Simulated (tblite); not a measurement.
C6H11O2 (doublet state).
Atom-mapped SMILES: `[CH2:1]=[C:2]([CH3:3])[C@H:4]([O:5])[O:6][CH2:7][CH3:8]` (hydrogens: H9, H10 on C1; H11, H12, H13 on C3; H14 on C4; H15, H16 on C7; H17, H18, H19 on C8)

Structure used (GFN2-xTB), in Å, numbered top down from 1:
```
atom  x, y, z in Å
C1    -2.7200    1.0324   -0.0467
C2    -1.6420    0.3189   -0.2939
C3    -1.5792   -1.1620   -0.4256
C4    -0.2408    1.0032   -0.5574
O5     0.1267    0.8523   -1.7693
O6     0.6307    0.5399    0.4615
C7     1.7846   -0.1236   -0.0023
C8     2.6742   -0.4568    1.1808
H9    -2.7163    2.1045    0.0357
H10   -3.6756    0.5483    0.0816
H11   -2.5793   -1.5862   -0.3758
H12   -0.9732   -1.5840    0.3755
H13   -1.1212   -1.4255   -1.3779
H14   -0.4413    2.0666   -0.2700
H15    2.3001    0.5239   -0.7262
H16    1.4897   -1.0324   -0.5469
H17    2.9511    0.4543    1.7039
H18    3.5736   -0.9580    0.8349
H19    2.1483   -1.1065    1.8754
```

Method: GFN2-xTB as coded in tblite; computed harmonic values from a numerical Hessian at the method's own geometry, unscaled. Errors from tens to a few hundred cm⁻¹ against measured bands are possible. One conformer, not necessarily the lowest. Open shells enter through the occupations alone, without spin polarisation, and single modes of such species can be off by tens of per cent.

Harmonic wavenumbers (cm⁻¹): 32.4, 36.8, 96.1, 161.7, 175.5, 197.1, 232.4, 273.6, 343.4, 365.1, 479.6, 502.3, 655.0, 681.8, 753.6, 813.0, 870.7, 889.7, 940.9, 949.9, 997.6, 1039.9, 1073.2, 1085.5, 1111.2, 1130.8, 1197.9, 1205.9, 1224.1, 1318.4, 1325.8, 1375.0, 1400.2, 1402.2, 1445.0, 1464.3, 1474.2, 1474.7, 1491.9, 1728.4, 2591.1, 2861.0, 2898.9, 3009.5, 3024.0, 3032.6, 3047.3, 3051.0, 3054.3, 3083.4, 3133.9.

A = 3690, B = 1203, C = 1120 MHz; mass 115.076 u (most abundant isotopes); point group C1, symmetry number 1; spin multiplicity 2.

Problem. What is the zero-point energy?

Solution. Half the sum of the wavenumbers: 34102 cm⁻¹ = 97.50 kcal/mol.

Problem. Entropy at 200 K, 1 bar (ideal gas, RRHO, classical rotation)?

Solution. Translation 38.18, rotation 27.37, vibration 21.46, spin (R ln 2) 1.38: S = 88.4 cal/(mol K).

Problem. And Cp and H(200 K) − H(0)?

Solution. Cp = 28.16 cal/(mol K), of which vibrations give 20.21 (their classical limit is 51 R = 101.3); H(200 K) − H(0) = 3.77 kcal/mol without the zero-point energy, 2.18 from vibrations.

Problem. What must be added to the electronic energy to get the Gibbs energy at 200 K and 1 bar?

Solution. ZPE + [H(200 K) − H(0)] − T·S = 97.50 + 3.77 − 17.68 = 83.59 kcal/mol.

Problem. How do the functions run with temperature in this model?

Solution. 
```json
{"T (K)": "50", "S (cal/(mol K))": "60.8", "Cp (cal/(mol K))": "13.8", "H − H(0) (kcal/mol)": "0.54", "G − H(0) (kcal/mol)": "-2.50", "ln q(vib)": "1.01"}
{"T (K)": "100", "S (cal/(mol K))": "72.2", "Cp (cal/(mol K))": "19.4", "H − H(0) (kcal/mol)": "1.38", "G − H(0) (kcal/mol)": "-5.84", "ln q(vib)": "2.48"}
{"T (K)": "298.15", "S (cal/(mol K))": "101.3", "Cp (cal/(mol K))": "37.2", "H − H(0) (kcal/mol)": "6.97", "G − H(0) (kcal/mol)": "-23.23", "ln q(vib)": "7.94"}
{"T (K)": "373.15", "S (cal/(mol K))": "110.4", "Cp (cal/(mol K))": "44.4", "H − H(0) (kcal/mol)": "10.03", "G − H(0) (kcal/mol)": "-31.17", "ln q(vib)": "9.87"}
{"T (K)": "500", "S (cal/(mol K))": "125.0", "Cp (cal/(mol K))": "55.3", "H − H(0) (kcal/mol)": "16.37", "G − H(0) (kcal/mol)": "-46.11", "ln q(vib)": "13.07"}
{"T (K)": "750", "S (cal/(mol K))": "150.6", "Cp (cal/(mol K))": "70.9", "H − H(0) (kcal/mol)": "32.29", "G − H(0) (kcal/mol)": "-80.64", "ln q(vib)": "19.14"}
{"T (K)": "1000", "S (cal/(mol K))": "172.5", "Cp (cal/(mol K))": "81.2", "H − H(0) (kcal/mol)": "51.39", "G − H(0) (kcal/mol)": "-121.10", "ln q(vib)": "24.82"}
```

q(vib) and H(0) count from the zero-point level.

Problem. Blend soft modes into free rotors: weight 1/[1 + (100 cm⁻¹/ν̃)⁴] for the oscillator and the rest for a rotor with moment μB/(μ + B), μ = h/(8π²ν), B = 10⁻⁴⁴ kg m². What vibrational entropy results?

Solution. 18.97 cal/(mol K) in place of 21.46, which changes −T·S at 200 K by +0.50 kcal/mol.

Problem. Which modes carry the vibrational entropy at 200 K?

Solution. 32.4 cm⁻¹: 4.89; 36.8 cm⁻¹: 4.63; 96.1 cm⁻¹: 2.76; 161.7 cm⁻¹: 1.80; 175.5 cm⁻¹: 1.65; 197.1 cm⁻¹: 1.45 cal/(mol K); the other 45 give 4.28 together.

Hindered rotation and anharmonicity are outside this model. Other conformers, if any are populated, would add a mixing term that is left out. The structure is chiral; the term R ln 2 for an equal mix with its mirror image is left out.
